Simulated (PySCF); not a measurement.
F₂OTi, multiplicity 1. Atoms are numbered in the order given.

```xyz
4

Ti     0.1267    -0.0324     0.0000
O     -0.1161    -1.6075     0.0000
F     -0.1033     0.7540     1.5782
F     -0.1033     0.7540    -1.5782
```

Geometry optimised at B3LYP-D3(BJ)/def2-SVP. The spin state was assumed, not searched.

Method: M06-2X/def2-TZVPD (PySCF).

```json
{
  "total_energy": "-1124.52545 hartree",
  "point_group": "Cs",
  "highest_occupied_level": "-11.56 eV",
  "lowest_empty_level": "-2.80 eV",
  "orbital_gap": "8.76 eV",
  "dipole_moment": "2.35 D",
  "quadrupole, principal values (traceless, Buckingham form, about the centre of nuclear charge)": "-6.95, -5.15, 12.10 D·Å",
  "mean_static_polarisability": "30.3 bohr³ (4.49 Å³)",
  "polarisability_principal_values": "21.8, 31.5, 37.6 bohr³"
}
```
